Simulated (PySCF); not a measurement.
## Ionisation energy along the 9-electron series

Calculated with PySCF 2.14 and a two-component X2C-1e Hamiltonian (Gaussian nucleus, no Breit or QED terms), each ion in its own even-tempered basis scaled to its charge; GMP2 freezes nothing and drops the highest virtual spinors. Values in eV. NIST values: (m) measured, (s) semi-empirical, (t) theoretical.

```
  ion  configuration  GHF (spin-free)  GMP2 (spin-free)  GHF (screened spin-orbit)  GMP2 (screened spin-orbit)            NIST
Hf⁶³⁺   [He] 2s2 2p5          15368.5           15370.2                    15014.5                     15016.2  14999 ± 19 (t)
Ta⁶⁴⁺   [He] 2s2 2p5          15854.7           15856.4                    15478.7                     15480.4  15461 ± 24 (t)
 W⁶⁵⁺   [He] 2s2 2p5          16349.2           16351.0                    15950.3                     15952.0  15896 ± 11 (s)
```

Between Z = 72 and Z = 74 the GMP2 (screened spin-orbit) value grows as Z to the power 2.21.
